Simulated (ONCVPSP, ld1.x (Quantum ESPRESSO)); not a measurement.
# Pseudopotentials across the periodic table

Generated with ld1.x 7.5 (TM, RRKJ, ultrasoft, PAW), atompaw 4.2 or ONCVPSP 4.0.1. The cutoff is in Ry: for ld1.x and atompaw files where the sum of valence levels is converged to 10 mRy in a Bessel basis, for ONCV files where the hardest occupied wave has 1 mHa per electron of residual kinetic energy. The error is the largest all-electron minus pseudo excitation energy over each file’s own four to seven test configurations (ionisations up to +4, promotions, holes and added fractions of an electron), all of which were solved. The labels leave out finer settings (local radius, basis sizes, second energies), which also bear on the numbers. Spin-polarised tests are not counted. The rows are a selection from randomly drawn settings: files with unsolved tests, undetermined cutoffs or missed reference levels are left out.

A true bound ghost makes a file unfit for plane-wave use even where its test errors are small: the radial tests pick states by their node count and pass the ghost by.

```tsv
element	potential	cutoff (Ry)	largest error (meV)	bound ghosts
O	TM semilocal, PBE, scalar-relativistic, rc 0.80/1.05/0.80 (spd), local s, core correction yes, reference 2s1 2p5	110	+56	none
O	TM, LDA (PZ), non-relativistic, rc 0.70/1.65/1.30 (spd), local s, core correction yes, reference 2s2 2p4	80	+3121	none
Si	TM, LDA (PZ), scalar-relativistic, rc 1.40/1.80/1.75 (spd), local smoothed, core correction yes, reference 3s1.75 3p2.25	18	+245	none
Pd	RRKJ, PBEsol, scalar-relativistic, rc 1.95/2.30/1.15 (spd), local s, core correction yes, reference 4d8.5 5s0 5p0	110	-1581	none
Ir	ONCV, PBEsol, scalar-relativistic, rc 1.55/1.65/1.65 (spd), local smoothed, core correction yes, reference 5s2 5p6 5d7, qcut 8.8/10.4/5.7, projectors 3/2/2	69	-7.5	none
```

Task: Fill in the row for Ge: ONCV, PBEsol, scalar-relativistic, rc 1.30/1.95/1.90 (spd), local smoothed, core correction yes, reference 4s2 4p0.5, qcut 4.4/3.5/6, projectors 2/1/1.

Result: cutoff 63 Ry, largest error -166 meV, bound ghosts: s.

Task: Fill in the row for Bi: TM, PW91, scalar-relativistic, rc 1.60/2.10/1.85 (spd), local smoothed, core correction yes, reference 6s2 6p3.

Result: cutoff 40 Ry, largest error -943 meV, bound ghosts: d, s.

Task: Fill in the row for Mo: RRKJ, PW91, scalar-relativistic, rc 3.20/1.30/1.85 (spd), local smoothed, core correction no, reference 4p6 4d5 5s1 5p0.

Result: cutoff 80 Ry, largest error +120 meV, bound ghosts: s.
